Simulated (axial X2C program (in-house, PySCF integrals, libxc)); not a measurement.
# Which molecule has these constants?

Calculated with an axial X2C code built on PySCF integrals, spin-free (one-electron X2C) or two-component (2c: spin–orbit coupling with atomic mean-field Coulomb and Gaunt terms, which also bring small scalar terms), in Dyall basis sets with cores contracted in-house; open shells are unrestricted.

A two-component PBE0 calculation in a Dyall 3-zeta basis gave Re = 1.666 Å, ωe = 1254.5 cm⁻¹, De = 0.45 eV, Ω = 1/2.

**Question.** Which molecule is it?
A. NaGa⁺
B. GaH⁺
C. LiGa⁺

**Answer.** B. The others have LiGa⁺ 3.058 Å and 198.6 cm⁻¹ (Ω = 1/2); NaGa⁺ 3.377 Å and 107.5 cm⁻¹ (Ω = 1/2).

Each entry is the lowest single determinant of a limited PBE0 search at one distance. De goes to single-determinant-based atoms at the same level (for ions the charge split of lowest energy) and is withheld (n/a) where an atom does not fit its ground term or J level. Main or longest-lived isotopes. The functionals have no current term, which raises determinants with orbital currents.
